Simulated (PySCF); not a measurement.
**Input and output**

[YbO(OH)2]− (singlet in the valence; each metal's 4f electrons, 13 of them, lie in its core potential, out of spins and levels). PySCF 2.14.0, RKS M06-L, Yb lcecp-1-SVP with ECP59, O def2-SVP, H def2-SVP; non-relativistic Hamiltonian with scalar-relativistic core potentials where named; density fitting; no spin-orbit coupling. Purpose: level M06-L.

```python
mol = gto.M(atom='''
Yb    -0.22904     0.00000     0.12456
O      1.64899     0.00000     0.01838
O     -1.26413     1.84926     0.15218
H     -1.00600     2.77187     0.11690
O     -1.26413    -1.84926     0.15218
H     -1.00600    -2.77187     0.11690''',
    basis={'Yb': 'lcecp-1-SVP', 'O': 'def2-SVP', 'H': 'def2-SVP'},
    ecp={'Yb': 'lcecp-1-SVP'},
    charge=-1, spin=0)
mf = dft.RKS(mol, xc='M06L')
mf.grids.atom_grid = (75, 302)  # f atoms: unpruned, at least (60, 302)
mf = mf.density_fit()  # fitting sets: Yb AutoAux, O def2-universal-JKFIT, H def2-universal-JKFIT
mf.conv_tol = 1e-08; mf.max_cycle = 55
mf.kernel(dm0)  # dm0: converged density of the relaxed state
mf.nuc_grad_method().kernel()
```

Run from Python with OMP_NUM_THREADS=2; the lines above give its settings. Where DIIS fails, smearing, a level shift and second-order steps follow.
It took 5.4 s on 2 threads of Arm Neoverse V1 (shared host), from an already converged density.

Q: Where do the frontier levels lie, over both spins?

A: HOMO 0.60 eV, LUMO 3.64 eV. The 4f levels lie in the core potential and are missing. The highest filled level lies above zero, as often for anions with such functionals and bases; it isn't the detachment energy.

Q: What are the Mulliken charges and spins?

A: 
| atom | charge (e) | spin (e) |
| --- | --- | --- |
| Yb1 | 0.598 | 0.000 |
| O2 | -0.631 | 0.000 |
| O3 | -0.634 | 0.000 |
| H4 | 0.150 | 0.000 |
| O5 | -0.634 | 0.000 |
| H6 | 0.150 | 0.000 |
The spin of the 4f electrons in the core isn't counted.

Q: What forces act on the atoms (eV/Å)?

A: 
```
Yb  -0.28  0.00  0.01
O    0.51  0.00 -0.02
O   -0.08  0.30  0.00
H   -0.04 -0.03  0.00
O   -0.08 -0.30  0.00
H   -0.04  0.03  0.00
```
Forces carry noise of the integration grid, about 0.01 to 0.03 eV/Å.

The geometry was relaxed with PBE0 (Yb lcecp-1-SVP with ECP59, O def2-SVP, H def2-SVP).

An lcecp potential fixes the number of 4f electrons, so in runs with it no electron can move into or out of that shell.
